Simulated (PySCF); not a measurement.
SMILES O=C(O)[SiH2][SiH2]S, singlet (GFN2-xTB optimised geometry):

```
12

O      1.490     1.643     0.000
C      0.281     1.643     0.000
O     -0.435     2.766     0.000
Si    -0.796     0.062    -0.002
Si     0.784    -1.632     0.033
S     -0.212    -3.555     0.095
H      0.137     3.555    -0.001
H     -1.679     0.172     1.168
H     -1.664     0.163    -1.181
H      1.679    -1.642     1.192
H      1.574    -1.798    -1.182
H     -0.825    -3.392     1.258
```

Method: CAM-B3LYP/def2-TZVP in PySCF 2.14.0.

Question: What are the frontier orbital energies and the dipole moment?

Answer: HOMO-2 -10.13 eV, HOMO-1 -9.52 eV, HOMO -8.55 eV, LUMO 0.15 eV, LUMO+1 0.33 eV; dipole moment 2.16 D.

On the same geometry PBE/def2-TZVP in PySCF gives HOMO-2 -7.63 eV, HOMO-1 -6.52 eV, HOMO -6.04 eV, LUMO -2.01 eV, LUMO+1 -1.54 eV; dipole moment 2.08 D.

Meta-Löwdin charges at CAM-B3LYP/def2-TZVP: O1 -0.46, C2 0.33, O3 -0.46, Si4 0.36, Si5 0.39, S6 -0.32, H7 0.35, H8 -0.07, H9 -0.07, H10 -0.08, H11 -0.07, H12 0.09.
